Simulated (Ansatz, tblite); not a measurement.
Isomers of Li4O2⁻ (doublet), found by a short tight-binding search and relaxed with r2SCAN-D4/def2-TZVPD in Ansatz.

The xTB rows come from tblite.

Run but left out: B97M-V/def2-TZVPD (B: an occupied level 0.01 eV above an empty one).

A further structure is left out (at the level of its geometry, ⟨S²⟩ 1.28, where a pure state has 0.75); at PBE0-D4/def2-TZVPD its energy lies 2.90 eV above the lowest shown.

A: At PBE-D4/def2-TZVPD, r2SCAN-D4/def2-TZVPD, PBE0-D4/def2-TZVPD the highest occupied level of the charge -1 doublet lies above zero (up to 0.72 eV). It is a level of α spin, whose loss leaves a singlet; that state wasn't run at this geometry and level. The electron is either unbound and held by the finite basis, or the level is raised by self-interaction error. B: At PBE-D4/def2-TZVPD, r2SCAN-D4/def2-TZVPD, PBE0-D4/def2-TZVPD, ωB97M-V/def2-TZVPD the highest occupied level of the charge -1 doublet lies above zero (up to 0.82 eV). It is a level of α spin, whose loss leaves a singlet; that state wasn't run at this geometry and level. The electron is either unbound and held by the finite basis, or the level is raised by self-interaction error. At PBE-D4/def2-TZVPD, r2SCAN-D4/def2-TZVPD the gap within one spin of the charge -1 doublet nearly closes, so an electron or hole may be smeared out by delocalisation error.

Other spin states were run for one of them alone.

A:

Cartesian coordinates in Å:
```
Li 1.0585 -2.6997 2.1665
Li 0.3222 -0.2542 0.1476
Li -0.6943 2.6196 -0.3192
Li -1.2547 0.8065 -2.2780
O 1.0803 -1.5077 1.0872
O -0.5118 1.0355 -0.8039
```

B:

Cartesian coordinates in Å:
```
Li -2.873 -0.458 -1.103
Li 0.386 -0.553 -0.772
Li 2.874 0.528 1.067
Li -0.387 0.515 0.791
O 1.351 0.216 0.518
O -1.351 -0.249 -0.501
```

**Question.** Estimate their order by electronic energy at ωB97M-V/def2-TZVPD, counted from the lowest.

**Answer.** B (0.0) < A (20.0), in kcal/mol.

**Question.** Do the other levels pick the same lowest one?

**Answer.** Not GFN2-xTB. Energies above each level's lowest (kcal/mol):

| level | A | B |
| --- | --- | --- |
| GFN1-xTB | 0.7 | 0.0 |
| GFN2-xTB | 0.0 | 5.7 |
| PBE-D4/def2-TZVPD | 23.8 | 0.0 |
| r2SCAN-D4/def2-TZVPD | 25.2 | 0.0 |
| PBE0-D4/def2-TZVPD | 24.3 | 0.0 |
| ωB97M-V/def2-TZVPD | 20.0 | 0.0 |
Point groups (tolerance 0.1 Å): A Cs, B not assigned. Lower isomers may exist.
